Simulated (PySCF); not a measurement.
PySCF input file for B(Br)3 cation (BBr3), SMILES B(Br)(Br)Br (connectivity only; charge and spin as stated), charge +1, multiplicity 2, TDA-PBE/def2-SVPD. Coordinates come from a PBE-D3(BJ)/def2-SVP optimisation. The multiplicity is an assumed one; no other spin state was optimised. The isomer is the one that the SMILES or the coordinates give; other isomers of the formula were not compared.

```python
import numpy as np
from pyscf import gto, scf, dft, tdscf

mol = gto.M(
    atom='''
    B     0.00000000    0.00000000    0.00000000
    Br    1.89468245   -0.00000000   -0.00000000
    Br   -0.94734123   -1.64084313   -0.00000000
    Br   -0.94734123    1.64084313   -0.00000000
    ''',
    basis='def2-SVPD',
    charge=1,
    spin=1,
    max_memory=1600,
    verbose=4,
)
mf = dft.UKS(mol, xc='pbe').density_fit(auxbasis='def2-universal-jkfit')
mf.grids.level = 3
mf.conv_tol = 1e-9
mf.max_cycle = 100
mf.kernel()
fine, coarse = mf.grids, dft.Grids(mol).set(level=1).build(with_non0tab=True)
for _ in range(3):  # follow internal instabilities
    mf.grids = coarse
    mo, _, stable, _ = mf.stability(return_status=True, nroots=4)
    mf.grids = fine
    if stable:
        break
    mf.kernel(mf.make_rdm1(mo, mf.mo_occ))
mf.grids = dft.Grids(mol).set(level=1).build(with_non0tab=True)  # coarser grid for the response kernel
td = tdscf.TDA(mf)
td.nstates = 10
td.conv_tol = 1e-4
td.positive_eig_threshold = 1e-6
td.kernel(x0=td.get_init_guess(mf, 15))
td.analyze()
```

It prints:

```
PySCF version 2.14.0

[INPUT] verbose = 4
[INPUT] num. atoms = 4
[INPUT] num. electrons = 109
[INPUT] charge = 1
[INPUT] spin (= nelec alpha-beta = 2S) = 1
[INPUT] symmetry False subgroup None
[INPUT] Mole.unit = angstrom
[INPUT] Symbol           X                Y                Z      unit          X                Y                Z       unit  Magmom
[INPUT]  1 B      0.000000000000   0.000000000000   0.000000000000 AA    0.000000000000   0.000000000000   0.000000000000 Bohr   0.0
[INPUT]  2 Br     1.894682450000   0.000000000000   0.000000000000 AA    3.580430923520   0.000000000000   0.000000000000 Bohr   0.0
[INPUT]  3 Br    -0.947341230000  -1.640843130000   0.000000000000 AA   -1.790215471209  -3.100744129074   0.000000000000 Bohr   0.0
[INPUT]  4 Br    -0.947341230000   1.640843130000   0.000000000000 AA   -1.790215471209   3.100744129074   0.000000000000 Bohr   0.0

nuclear repulsion = 739.230080554117
number of shells = 53
number of NR pGTOs = 279
number of NR cGTOs = 143
basis = def2-SVPD
ecp = {}


[settings echo left out]
init E= -7742.51917839547
  alpha nocc = 55  HOMO = -0.284066897508009  LUMO = -0.11727443132761
  beta  nocc = 54  HOMO = -0.306716870527648  LUMO = -0.284066897508004

WARN: HOMO -0.284066897508009 >= LUMO -0.284066897508004

cycle= 1 E= -7744.89994963534  delta_E= -2.38  |g|= 0.291  |ddm|= 2.27
  alpha nocc = 55  HOMO = -0.518196613973445  LUMO = -0.354700005387141
  beta  nocc = 54  HOMO = -0.521357985114402  LUMO = -0.498106593502491
  HOMO = -0.518196613973  LUMO = -0.498106593502  gap/eV = 0.54668
cycle= 2 E= -7744.89291571778  delta_E= 0.00703  |g|= 0.298  |ddm|= 0.593
  alpha nocc = 55  HOMO = -0.491095085363683  LUMO = -0.304375321879852
  beta  nocc = 54  HOMO = -0.493191392297566  LUMO = -0.470276584995617
  HOMO = -0.491095085364  LUMO = -0.470276584996  gap/eV = 0.56650
cycle= 3 E= -7744.91485712987  delta_E= -0.0219  |g|= 0.111  |ddm|= 0.378
  alpha nocc = 55  HOMO = -0.489842785284859  LUMO = -0.315161603332303
  beta  nocc = 54  HOMO = -0.492759749351787  LUMO = -0.46880311648557
  HOMO = -0.489842785285  LUMO = -0.468803116486  gap/eV = 0.57252
cycle= 4 E= -7744.92198616076  delta_E= -0.00713  |g|= 0.0112  |ddm|= 0.134
  alpha nocc = 55  HOMO = -0.48793807565266  LUMO = -0.312066326405164
  beta  nocc = 54  HOMO = -0.490807555320927  LUMO = -0.466468137798973
  HOMO = -0.487938075653  LUMO = -0.466468137799  gap/eV = 0.58423
cycle= 5 E= -7744.92206620063  delta_E= -8e-05  |g|= 0.00116  |ddm|= 0.0171
  alpha nocc = 55  HOMO = -0.48805239661784  LUMO = -0.312357067151034
  beta  nocc = 54  HOMO = -0.490826005173124  LUMO = -0.466458487427979
  HOMO = -0.488052396618  LUMO = -0.466458487428  gap/eV = 0.58760
cycle= 6 E= -7744.92206696336  delta_E= -7.63e-07  |g|= 0.000546  |ddm|= 0.00302
  alpha nocc = 55  HOMO = -0.488103248200358  LUMO = -0.312407312742049
  beta  nocc = 54  HOMO = -0.490825218548712  LUMO = -0.466495492729023
  HOMO = -0.4881032482  LUMO = -0.466495492729  gap/eV = 0.58798
cycle= 7 E= -7744.92206546974  delta_E= 1.49e-06  |g|= 0.00137  |ddm|= 0.00434
  alpha nocc = 55  HOMO = -0.488132684107704  LUMO = -0.31243954996067
  beta  nocc = 54  HOMO = -0.490897281665913  LUMO = -0.466515015655462
  HOMO = -0.488132684108  LUMO = -0.466515015655  gap/eV = 0.58825
cycle= 8 E= -7744.92206724256  delta_E= -1.77e-06  |g|= 0.000105  |ddm|= 0.00335
  alpha nocc = 55  HOMO = -0.488117619856529  LUMO = -0.312446293048788
  beta  nocc = 54  HOMO = -0.490877989469561  LUMO = -0.466493531932478
  HOMO = -0.488117619857  LUMO = -0.466493531932  gap/eV = 0.58842
cycle= 9 E= -7744.92206725331  delta_E= -1.08e-08  |g|= 1.46e-05  |ddm|= 0.00027
  alpha nocc = 55  HOMO = -0.488119653746053  LUMO = -0.312452793075728
  beta  nocc = 54  HOMO = -0.490878846701572  LUMO = -0.466495120281189
  HOMO = -0.488119653746  LUMO = -0.466495120281  gap/eV = 0.58843
cycle= 10 E= -7744.92206725363  delta_E= -3.22e-10  |g|= 1.93e-06  |ddm|= 5.81e-05
  alpha nocc = 55  HOMO = -0.488119620956283  LUMO = -0.31245375544714
  beta  nocc = 54  HOMO = -0.490878796379846  LUMO = -0.466495304774749
  HOMO = -0.488119620956  LUMO = -0.466495304775  gap/eV = 0.58843
Extra cycle  E= -7744.92206725366  delta_E= -2.18e-11  |g|= 3.76e-06  |ddm|= 7.83e-06
converged SCF energy = -7744.92206725366  <S^2> = 0.75124357  2S+1 = 2.0012432
tot grids = 27176
uhf_internal: lowest eigs of H = [0.32397636 0.3239796  0.35913703 0.35988783]
<class 'pyscf.df.df_jk.DFUKS'> wavefunction is stable in the internal stability analysis
tot grids = 27176
Overwritten attributes  positive_eig_threshold  of <class 'pyscf.tdscf.uks.TDA'>


******** <class 'pyscf.tdscf.uks.TDA'> for <class 'pyscf.df.df_jk.DFUKS'> ********
nstates = 10
deg_eia_thresh = 1.000e-03
wfnsym = None
conv_tol = 0.0001
eigh lindep = 1e-12
eigh level_shift = 0
eigh max_cycle = 100


Excitation energies (eV)
[0.69420687 0.69422416 1.74956433 1.74959042 2.2381789  3.77029241
 3.77032124 4.68007153 4.6800819  4.77768966]

** Excitation energies and oscillator strengths **
Excited State   1:      0.69421 eV   1785.98 nm  f=0.0000
      54b ->   55b     -0.99950
Excited State   2:      0.69422 eV   1785.94 nm  f=0.0000
      53b ->   55b      0.99950
Excited State   3:      1.74956 eV    708.66 nm  f=0.0502
      53a ->   56a      0.15448
      49b ->   55b     -0.16927
      51b ->   55b     -0.95151
      53b ->   56b      0.14383
Excited State   4:      1.74959 eV    708.65 nm  f=0.0502
      54a ->   56a      0.15448
      48b ->   55b     -0.16928
      52b ->   55b     -0.95151
      54b ->   56b      0.14383
Excited State   5:      2.23818 eV    553.95 nm  f=0.0000
      50b ->   55b     -0.99899
Excited State   6:      3.77029 eV    328.85 nm  f=0.0279
      53a ->   56a      0.15183
      49b ->   55b      0.96643
      51b ->   55b     -0.11262
      53b ->   56b      0.14545
Excited State   7:      3.77032 eV    328.84 nm  f=0.0279
      54a ->   56a     -0.15185
      48b ->   55b     -0.96642
      52b ->   55b      0.11263
      54b ->   56b     -0.14545
Excited State   8:      4.68007 eV    264.92 nm  f=0.0008
      54a ->   56a      0.66808
      54b ->   56b     -0.74278
Excited State   9:      4.68008 eV    264.92 nm  f=0.0008
      53a ->   56a     -0.66808
      53b ->   56b      0.74279
Excited State  10:      4.77769 eV    259.51 nm  f=0.0000
      55a ->   56a      0.99894

** Transition electric dipole moments (AU) **
state          X           Y           Z        Dip. S.      Osc.
  1        -0.0000     -0.0000     -0.0000      0.0000      0.0000
  2        -0.0000     -0.0000      0.0000      0.0000      0.0000
  3        -1.0821      0.0000      0.0000      1.1708      0.0502
  4         0.0000      1.0820     -0.0000      1.1708      0.0502
  5         0.0000     -0.0000      0.0000      0.0000      0.0000
  6        -0.5492      0.0000     -0.0000      0.3016      0.0279
  7        -0.0000     -0.5492     -0.0000      0.3016      0.0279
  8         0.0000      0.0849     -0.0000      0.0072      0.0008
  9         0.0849     -0.0000     -0.0000      0.0072      0.0008
 10         0.0000     -0.0000     -0.0000      0.0000      0.0000

** Transition velocity dipole moments (imaginary part, AU) **
state          X           Y           Z        Dip. S.      Osc.
  1         0.0000      0.0000     -0.0000      0.0000      0.0000
  2        -0.0000      0.0000      0.0000      0.0000      0.0000
  3         0.1817     -0.0000      0.0000      0.0330      0.3422
  4        -0.0000     -0.1817      0.0000      0.0330      0.3422
  5        -0.0000      0.0000      0.0000      0.0000      0.0000
  6         0.0515     -0.0000      0.0000      0.0027      0.0128
  7         0.0000      0.0515      0.0000      0.0027      0.0128
  8        -0.0000     -0.0007     -0.0000      0.0000      0.0000
  9        -0.0007      0.0000      0.0000      0.0000      0.0000
 10         0.0000     -0.0000     -0.0000      0.0000      0.0000

** Transition magnetic dipole moments (imaginary part, AU) **
state          X           Y           Z
  1         0.0000      0.6755      0.0000
  2         0.6755     -0.0000      0.0000
  3        -0.0000     -0.0000     -0.0000
  4         0.0000     -0.0000      0.0000
  5         0.0000     -0.0000      0.0000
  6         0.0000      0.0000      0.0000
  7         0.0000     -0.0000      0.0000
  8         0.0000      0.0000      0.0000
  9         0.0000      0.0000     -0.0000
 10         0.0000      0.0000     -0.0000
```

Self-consistency was reached.
